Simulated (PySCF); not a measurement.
From computed data to an observable: chemical shift, span and skew from a shielding tensor

Si(F)(Cl)(Br)(OH) (BrClFHOSi), SMILES Br[Si](F)(O)Cl. Atoms are numbered in the order given.

```xyz
6

O     -1.6339    -1.1754    -0.4890
Si    -0.2674    -0.6066     0.2051
F     -0.3172    -0.7943     1.8049
Cl     1.2960    -1.6926    -0.5164
Br     0.0021     1.5561    -0.1717
H     -2.4382    -0.6462    -0.4156
```
Charge 0, spin multiplicity 1.

The structure is a stationary point at B3LYP-D3(BJ)/def2-SVP. The values are those of a single conformer.

GIAO shieldings from PBE0/pcSseg-1 (PySCF), non-relativistic, no solvent. The symmetric part of the tensor of F3 has the principal values 217.2, 221.8, 347.5 ppm. The same nucleus in CFCl3 has σ = 167.2 ppm at this level (PySCF, at its B3LYP-D3(BJ)/def2-TZVP geometry). Without spin–orbit terms, shifts of atoms bonded to Cl or Br come out too high.

### Question
Work out the isotropic shielding, the ¹⁹F shift against CFCl3, the span and the skew.

### Answer

σ(iso) = (σ11 + σ22 + σ33)/3 = 262.2 ppm. δ = σ(ref) − σ(iso) = 167.2 − (262.2) = -95.0 ppm.
Span Ω = σ33 − σ11 = 130.3 ppm. Skew κ = 3(σ(iso) − σ22)/Ω = 0.93. Tumbling in solution averages the tensor to δ; in a static solid the shielding alone would spread this spin-1/2 line over Ω.
